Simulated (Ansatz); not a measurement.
Geometry optimisation, Ansatz 0.2.0, RKS CAM-B3LYP-D4/def2-SVP.

Input file:

```yaml
crystal:
  periodic: [false, false, false]
  atoms:
    - { symbol: C, position_ang: [0.9339, -1.5136, 1.3223] }
    - { symbol: O, position_ang: [0.3841, -1.0307, 0.0396] }
    - { symbol: C, position_ang: [-0.1361, 0.2452, -0.0241] }
    - { symbol: "N", position_ang: [-0.0392, 1.0119, 1.0381] }
    - { symbol: Si, position_ang: [-0.7679, 0.8347, -1.7185] }
    - { symbol: F, position_ang: [-1.2874, 2.3702, -1.5061] }
    - { symbol: H, position_ang: [1.2676, -2.4939, 1.1967] }
    - { symbol: H, position_ang: [0.1246, -1.4462, 2.0512] }
    - { symbol: H, position_ang: [1.7313, -0.8294, 1.6712] }
    - { symbol: H, position_ang: [0.48683, 0.49923, 1.78373] }
    - { symbol: H, position_ang: [-1.927, 0.0177, -2.1512] }
    - { symbol: H, position_ang: [0.3077, 0.8544, -2.7316] }
basis:
  gaussian: { orbitals: def2-SVP }
hamiltonian:
  xc: cam_b3lyp
  dispersion: d4
relax:
  f_tol: 0.015
  max_steps: 40
```

Run as:

```bash
$ ansatz run input.yaml --threads 2 --pin off --max-ram 3072MiB --backend cpu --events-out ev --progress --plain --runs-dir out
```

**Question.** Where does it end, and by what steps?

**Answer.** The forces met the threshold. After 8 steps the energy has fallen by 0.498 eV; H10 moved furthest, 0.33 Å.

```
step  energy less start (eV)  largest force component (eV/Å)  accepted
   0                  0.0000                           3.972       yes
   1                 -0.4120                           1.272       yes
   2                 -0.4776                           0.560       yes
   3                 -0.4860                           0.794       yes
   4                 -0.4964                           0.167       yes
   5                 -0.4976                           0.056       yes
   6                 -0.4979                           0.028       yes
   7                 -0.4981                           0.036       yes
   8                 -0.4982                           0.007       yes
```

```xyz
12
Properties=species:S:1:pos:R:3
C 0.905 -1.508 1.223
O 0.369 -0.956 0.041
C -0.075 0.327 0.064
N -0.076 1.135 1.035
Si -0.733 0.809 -1.642
F -1.282 2.327 -1.588
H 1.198 -2.537 0.987
H 0.158 -1.523 2.036
H 1.793 -0.949 1.563
H 0.310 0.747 1.901
H -1.853 -0.089 -2.013
H 0.366 0.737 -2.635
```

Whether the end is a true minimum wasn't checked by a vibrational analysis.

The run took 40 s on 2 threads of Arm Neoverse V2, on a shared host, peak memory 0.33 GiB.
